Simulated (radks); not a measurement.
Values are calculated unless marked as measured or tabulated.
Ionisation of neutral bismuth, [Hg] 6p3, to [Hg] 6p2 as the strength of local exchange is varied. Code: a radial shooting solver on a logarithmic mesh with Libxc functionals. Model: non-relativistic Kohn-Sham, Slater X-alpha exchange (alpha = 2/3 is LDA exchange), no correlation, spin-polarised, spherical densities, point nucleus; open shells are filled with parallel spins first (spin-orbit coupling, left out, can overturn this in heavy ions); relativity is left out, which matters for an element this heavy.

| alpha | E(Bi) (hartree) | exchange (hartree) | IE (eV) | -e of the level emptied (eV) | <r> of it (bohr) |
|---|---|---|---|---|---|
| 0.553 | -20021.8295 | -291.2778 | 6.918 | 3.782 (6p) | 3.249 |
| 0.598 | -20045.5465 | -315.3643 | 7.309 | 4.131 (6p) | 3.199 |
| 0.601 | -20047.1287 | -316.9722 | 7.336 | 4.154 (6p) | 3.196 |
| 0.667 | -20081.9687 | -352.4089 | 7.927 | 4.687 (6p) | 3.127 |
| 0.767 | -20134.8748 | -406.3364 | 8.861 | 5.538 (6p) | 3.031 |
| 0.914 | -20212.9053 | -486.1241 | 10.312 | 6.883 (6p) | 2.906 |
| 1.027 | -20273.0966 | -547.8729 | 11.489 | 7.990 (6p) | 2.820 |

NIST Atomic Spectra Database: 7.286 eV (measured). The Delta-SCF value meets it near alpha = 0.60. Relativity is left out here, which matters for elements this heavy. Open shells are spherical and high-spin; term and fine-structure splittings are not resolved.
